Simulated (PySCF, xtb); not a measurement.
Zn(H)(Me) (CH4Zn), SMILES [CH3][ZnH].

Harmonic wavenumbers (cm⁻¹) from GFN2-xTB run with xtb at its own minimum, in rising order: 226, 227, 444, 623, 623, 1312, 1511, 1511, 1556, 3015, 3015, 3033.

**Question.** What does PBE0-D3(BJ)/def2-TZVP in PySCF give at its own minimum? (The exact figures need the calculation; the answer reports its results.)

**Answer.** 431, 431, 560, 698, 698, 1200, 1446, 1446, 1893, 3043, 3127, 3127. Paired by order, the mean absolute difference is 124 cm⁻¹ and the zero-point energies are 24.4 and 25.9 kcal/mol.
